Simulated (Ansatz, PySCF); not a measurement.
CH3FO2Si, SMILES O=CO[SiH2]F. Atoms are numbered in the order given.

```xyz
8

O      1.6044     0.7362     1.0919
C      1.6683     0.1650     0.0370
O      0.6021    -0.2809    -0.6161
Si    -0.9065     0.0075     0.1406
F     -1.9543    -0.6468    -0.8976
H      2.6098    -0.0536    -0.5067
H     -0.9861    -0.7337     1.4170
H     -1.1681     1.4603     0.2179
```

The structure is a stationary point at PBE0-D3(BJ)/def2-SVP. This is a generated structure with no PubChem entry under its InChIKey; it may be hypothetical. The values are those of a single conformer.

Two levels are set side by side: PBE-D3(BJ)/def2-SVP (Ansatz, a first-principles code) and PBE0-D3(BJ)/def2-SVP (PySCF). Each level has its own optimised geometry; the coordinates shown are those of the second. Frequencies come from the Hessian of PySCF at each geometry. Differences are taken from unrounded values.

| quantity | PBE0-D3(BJ) |
|---|---|
| mean bond length (Å) | 1.417 |
| bond O1–C2 (Å) | 1.201 |
| bond C2–O3 (Å) | 1.327 |
| bond O3–Si4 (Å) | 1.712 |
| bond Si4–F5 (Å) | 1.614 |
| bond C2–H6 (Å) | 1.109 |
| bond Si4–H7 (Å) | 1.478 |
| bond Si4–H8 (Å) | 1.478 |
| highest harmonic wavenumber (cm⁻¹) | 3085 |
| mean harmonic wavenumber (cm⁻¹) | 1099 |
| zero-point energy (kcal/mol) | 28.29 |

Q: What does PBE-D3(BJ) give, and how far is it from PBE0-D3(BJ)? (Estimate from the structure and the level; the computed values follow.)

A: 
```json
[
 {"quantity": "mean bond length (Å)", "PBE-D3(BJ)": "1.432", "PBE-D3(BJ) minus PBE0-D3(BJ)": "0.015"},
 {"quantity": "bond O1–C2 (Å)", "PBE-D3(BJ)": "1.217", "PBE-D3(BJ) minus PBE0-D3(BJ)": "0.015"},
 {"quantity": "bond C2–O3 (Å)", "PBE-D3(BJ)": "1.341", "PBE-D3(BJ) minus PBE0-D3(BJ)": "0.014"},
 {"quantity": "bond O3–Si4 (Å)", "PBE-D3(BJ)": "1.738", "PBE-D3(BJ) minus PBE0-D3(BJ)": "0.025"},
 {"quantity": "bond Si4–F5 (Å)", "PBE-D3(BJ)": "1.629", "PBE-D3(BJ) minus PBE0-D3(BJ)": "0.015"},
 {"quantity": "bond C2–H6 (Å)", "PBE-D3(BJ)": "1.119", "PBE-D3(BJ) minus PBE0-D3(BJ)": "0.010"},
 {"quantity": "bond Si4–H7 (Å)", "PBE-D3(BJ)": "1.490", "PBE-D3(BJ) minus PBE0-D3(BJ)": "0.012"},
 {"quantity": "bond Si4–H8 (Å)", "PBE-D3(BJ)": "1.490", "PBE-D3(BJ) minus PBE0-D3(BJ)": "0.012"},
 {"quantity": "highest harmonic wavenumber (cm⁻¹)", "PBE-D3(BJ)": "2970", "PBE-D3(BJ) minus PBE0-D3(BJ)": "-115"},
 {"quantity": "mean harmonic wavenumber (cm⁻¹)", "PBE-D3(BJ)": "1054", "PBE-D3(BJ) minus PBE0-D3(BJ)": "-45"},
 {"quantity": "zero-point energy (kcal/mol)", "PBE-D3(BJ)": "27.12", "PBE-D3(BJ) minus PBE0-D3(BJ)": "-1.17"}
]
```

GGA bonds tend to be longer and softer than those of functionals with exact exchange. Differences between two approximate levels are no errors against the true value.
